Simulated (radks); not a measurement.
Q: Ionisation of neutral beryllium, [He] 2s2, to [He] 2s1 as the strength of local exchange is varied. Calculated with a radial shooting solver on a logarithmic mesh with Libxc functionals: Dirac Kohn-Sham, Slater X-alpha exchange (alpha = 2/3 is LDA exchange), no correlation, spin-unpolarised, spherical densities, finite nucleus; Fermi nuclear charge, rms radius 2.519 fm.

alpha  E(Be) (hartree)  exchange (hartree)  IE (eV)  -e of the level emptied (eV)  <r> of it (bohr)
0.667        -14.22724            -2.27974    8.491                 4.630 (2s1/2)             2.681
0.846        -14.84748            -2.97130    9.835                 5.844 (2s1/2)             2.533
1.008        -15.42335            -3.62608   11.133                 7.043 (2s1/2)             2.414
1.018        -15.45935            -3.66739   11.216                 7.120 (2s1/2)             2.407
?            -14.08755            -2.12607    8.197                 4.368 (2s1/2)             2.719

Which alpha was used in the last row?

A: alpha = 0.626. NIST Atomic Spectra Database: 9.323 eV (measured). The Delta-SCF value meets it near alpha = 0.78. Spin polarisation and multiplet splitting are left out, so open shells lie too high by an amount that depends on their filling.

Beside tabulated values, note that spin-unpolarised runs miss the spin-polarisation part of the exchange energy of open shells.
